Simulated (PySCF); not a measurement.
## Gas-phase XPS of (H2Ga-mu-PH2)2, computed

Species: (H2Ga-mu-PH2)2.
Geometry (PBE0-D3(BJ)/def2-SVP, Å), atoms numbered from 1 in this order:
```xyz
12
Ga2H8P2 angstrom
Ga    -0.6705    0.7544   -1.5084
H     -0.9838    2.2875   -1.4402
H     -0.8968   -0.1787   -2.7454
P      1.5198    0.3181   -0.5129
Ga     0.6902   -0.7608    1.5197
H      0.9080    0.1846    2.7489
H      1.0086   -2.2935    1.4705
P     -1.4996   -0.3384    0.5175
H      2.3993   -0.4613   -1.3024
H      2.3227    1.4668   -0.3083
H     -2.2932   -1.4925    0.3053
H     -2.3893    0.4311    1.3069
```

Method used: delta-SCF UKS SCAN, pcX-2 on the ionised atom, pcseg-1 elsewhere, spin-free X2C (PySCF). Binding energies are ΔSCF values: E(core-ionised, relaxed orbitals) − E(ground state) at a fixed geometry, referred to the vacuum level.

Task: What binding energy does each computed site have?

Result: 
```tsv
atom(s)	bonded to	level	binding energy (eV)	2p1/2 (eV)	count
P4/P8	2 H and 2 Ga	P 1s	2149.90	–	2
P4/P8	2 H and 2 Ga	P 2p3/2	136.44	137.33	2
```

Task: Give the binding energy of P 2p3/2 of P4/P8 in hartree and in kJ/mol.

Result: 136.44 eV = 5.0141 Eh = 13164 kJ/mol.

Task: Which photon wavelength matches the P 2p3/2 of P4/P8 threshold?

Result: λ = hc/E = 12398.42 eV Å / 136.44 eV = 90.871 Å.

The first atom of each set that the bonding makes equivalent was ionised and stands for the set. Spin–orbit and ligand-field terms were added within each 2p shell after the spin-free SCF. 2p1/2 minus 2p3/2 (ligand field included): P 0.89 eV. No level of gallium is listed. Geometry: PBE0-D3(BJ)/def2-SVP, one conformer, isolated molecule.
